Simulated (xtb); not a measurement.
H$_{4}$GeO$_{4}$ (SMILES [OH][Ge]([OH])([OH])[OH]), singlet, from a rough starting geometry; GFN2-xTB run with xtb.

The xtb input:
```
$ xtb mol.xyz --gfn 2 --opt vtight --json

# file mol.xyz
9

O      0.33234491     1.33900766    -0.89454059
Ge    -0.05734722    -0.03599000     0.00734259
O     -1.18040644     0.26659562     1.26035756
O     -0.70063755    -1.13376781    -1.05806845
O      1.48191173    -0.60024080     0.76017235
H     -0.14347896     1.62706071    -1.61633988
H     -0.75791524     0.69226452     2.03914527
H     -1.34084026    -1.71750309    -0.68104584
H      2.28397181    -0.58461072     0.25055438
```

It wrote (shortened):

```
   ID    Z sym.   atoms
    1    8 O      1, 3-5
    2   32 Ge     2
    3    1 H      6-9

           -------------------------------------------------
          |                Calculation Setup                |
           -------------------------------------------------

           -------------------------------------------------
          |                 G F N 2 - x T B                 |
           -------------------------------------------------

          ...................................................
          :                      SETUP                      :
          :.................................................:
          :  # basis functions                  30          :
          :  # atomic orbitals                  29          :
          :  # shells                           15          :
          :  # electrons                        32          :
          :  max. iterations                   250          :
          :  Hamiltonian                  GFN2-xTB          :
          :  restarted?                      false          :
          :  GBSA solvation                  false          :
          :  PC potential                    false          :
          :  electronic temp.          300.0000000     K    :
          :  accuracy                    1.0000000          :
          :  -> integral cutoff          0.2500000E+02      :
          :  -> integral neglect         0.1000000E-07      :
          :  -> SCF convergence          0.1000000E-05 Eh   :
          :  -> wf. convergence          0.1000000E-03 e    :
          :  Broyden damping             0.4000000          :
          :  net charge                          0          :
          :  unpaired electrons                  0          :
          ...................................................

 iter      E             dE          RMSdq      gap      omega  full diag
   1    -19.1588322 -0.191588E+02  0.832E+00    7.06       0.0  T
   2    -19.0819403  0.768919E-01  0.845E+00   11.92       1.0  T
   3    -20.4131021 -0.133116E+01  0.309E+00    8.40       1.0  T
   4    -20.4167038 -0.360170E-02  0.926E-01    7.91       1.0  T
   5    -20.4261632 -0.945938E-02  0.169E-01    8.10       1.0  T
   6    -20.4262589 -0.957199E-04  0.695E-02    8.09       1.0  T
   7    -20.4262578  0.106220E-05  0.242E-02    8.10       1.4  T
   8    -20.4262614 -0.357092E-05  0.285E-03    8.09      11.7  T
   9    -20.4262614  0.335210E-08  0.976E-04    8.09      34.1  T
  10    -20.4262614 -0.748304E-08  0.309E-04    8.09     107.8  T

   *** convergence criteria satisfied after 10 iterations ***

         :::::::::::::::::::::::::::::::::::::::::::::::::::::
         ::                     SUMMARY                     ::
         :::::::::::::::::::::::::::::::::::::::::::::::::::::
         :: total energy             -20.324004216486 Eh    ::
         :: gradient norm              0.088622867722 Eh/a0 ::
         :: HOMO-LUMO gap              8.091213505365 eV    ::
         ::.................................................::
         :: SCC energy               -20.426256226500 Eh    ::
         :: -> isotropic ES            0.083725878252 Eh    ::
         :: -> anisotropic ES         -0.009183351858 Eh    ::
         :: -> anisotropic XC         -0.002920681790 Eh    ::
         :: -> dispersion             -0.004461980857 Eh    ::
         :: repulsion energy           0.102252010015 Eh    ::
         :: add. restraining           0.000000000000 Eh    ::
         :: total charge              -0.000000000000 e     ::
         :::::::::::::::::::::::::::::::::::::::::::::::::::::

      -----------------------------------------------------------
     |                   =====================                   |
     |                        A N C O P T                        |
     |                   =====================                   |
     |               Approximate Normal Coordinate               |
[...]
 * total energy  :   -20.3317194 Eh     change       -0.1627555E-03 Eh
 * total energy  :   -20.3317949 Eh     change       -0.7544732E-04 Eh
 * total energy  :   -20.3318401 Eh     change       -0.4523448E-04 Eh
 * total energy  :   -20.3318574 Eh     change       -0.1724816E-04 Eh
 * total energy  :   -20.3318679 Eh     change       -0.1056991E-04 Eh
 * total energy  :   -20.3318755 Eh     change       -0.7606772E-05 Eh
 * total energy  :   -20.3318871 Eh     change       -0.1153539E-04 Eh
 * total energy  :   -20.3318934 Eh     change       -0.6321793E-05 Eh
 * total energy  :   -20.3318969 Eh     change       -0.3455538E-05 Eh
 * total energy  :   -20.3318976 Eh     change       -0.7409488E-06 Eh
 * total energy  :   -20.3318978 Eh     change       -0.2574752E-06 Eh
 * total energy  :   -20.3318979 Eh     change       -0.8877408E-07 Eh
   *** GEOMETRY OPTIMIZATION CONVERGED AFTER 16 ITERATIONS ***
         :: total energy             -20.331897938456 Eh    ::
[...]
        13        2.0000           -0.4855917             -13.2136
        14        2.0000           -0.4665192             -12.6946
        15        2.0000           -0.4645793             -12.6418
        16        2.0000           -0.4645494             -12.6410 (HOMO)
        17                         -0.1606178              -4.3706 (LUMO)
        18                          0.0041416               0.1127
        19                          0.0351929               0.9576
        20                          0.0352799               0.9600
        21                          0.1316368               3.5820
        22                          0.1317390               3.5848
        23                          0.1468374               3.9956
        24                          0.1609797               4.3805
        25                          0.2516364               6.8474
        26                          0.3120862               8.4923
        27                          0.6829183              18.5832
       ...                                ...                  ...
        29                          0.9052985              24.6344
      -------------------------------------------------------------
                  HL-Gap            0.3039316 Eh            8.2704 eV
             Fermi-level           -0.3125836 Eh           -8.5058 eV

     #   Z          covCN         q      C6AA      α(0)
     1   8 O        1.588    -0.452    21.919     6.318
     2  32 Ge       3.160     0.475   195.744    26.750
     3   8 O        1.588    -0.452    21.917     6.318
     4   8 O        1.588    -0.452    21.919     6.318
     5   8 O        1.588    -0.452    21.918     6.318
     6   1 H        0.814     0.333     0.628     1.245
     7   1 H        0.814     0.333     0.628     1.245
     8   1 H        0.814     0.333     0.629     1.245
     9   1 H        0.814     0.333     0.629     1.245

 Mol. C6AA /au·bohr⁶  :       1254.474701
 Mol. C8AA /au·bohr⁸  :      51262.421806
 Mol. α(0) /au        :         57.000207

Wiberg/Mayer (AO) data.
largest (>0.10) Wiberg bond orders for each atom

 ---------------------------------------------------------------------------
     #   Z sym  total        # sym  WBO       # sym  WBO       # sym  WBO
 ---------------------------------------------------------------------------
     1   8 O    2.199 --     2 Ge   1.099     6 H    0.865
     2  32 Ge   4.462 --     3 O    1.100     4 O    1.100     5 O    1.100
                             1 O    1.099
     3   8 O    2.199 --     2 Ge   1.100     7 H    0.865
     4   8 O    2.199 --     2 Ge   1.100     8 H    0.865
     5   8 O    2.199 --     2 Ge   1.100     9 H    0.865
     6   1 H    0.889 --     1 O    0.865
     7   1 H    0.889 --     3 O    0.865
     8   1 H    0.889 --     4 O    0.865
     9   1 H    0.889 --     5 O    0.865
 ---------------------------------------------------------------------------

Topologies differ in total number of bonds
Writing topology from bond orders to xtbtopo.mol

molecular dipole:
                 x           y           z       tot (Debye)
 q only:        0.001      -0.001      -0.002
   full:        0.001      -0.001      -0.003       0.008
molecular quadrupole (traceless):
                xx          xy          yy          xz          yz          zz
 q only:       -0.191      -0.325       0.474      -0.065       0.163      -0.283
  q+dip:       -0.292      -0.497       0.728      -0.099       0.247      -0.436
   full:       -0.240      -0.407       0.595      -0.081       0.206      -0.355

optimized geometry written to: xtbopt.xyz

           -------------------------------------------------
          | TOTAL ENERGY              -20.331897938456 Eh   |
          | GRADIENT NORM               0.000056821862 Eh/α |
          | HOMO-LUMO GAP               8.270398540505 eV   |
           -------------------------------------------------
```
